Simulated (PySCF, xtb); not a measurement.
MoF6, SMILES [F][Mo]([F])([F])([F])([F])[F], multiplicity 1.

Harmonic wavenumbers (cm⁻¹) from GFN2-xTB (xtb) at its own minimum, in rising order: 184, 184, 184, 318, 318, 318, 324, 324, 324, 511, 512, 568, 640, 641, 641.

What does B3LYP-D3(BJ)/def2-SVP in PySCF give at its own minimum? (An estimate is asked for; the answer gives what the named calculation found.)

129, 129, 129, 260, 260, 260, 310, 310, 310, 663, 663, 744, 760, 760, 760. Paired by order, the mean absolute difference is 81 cm⁻¹ and the zero-point energies are 8.6 and 9.2 kcal/mol.
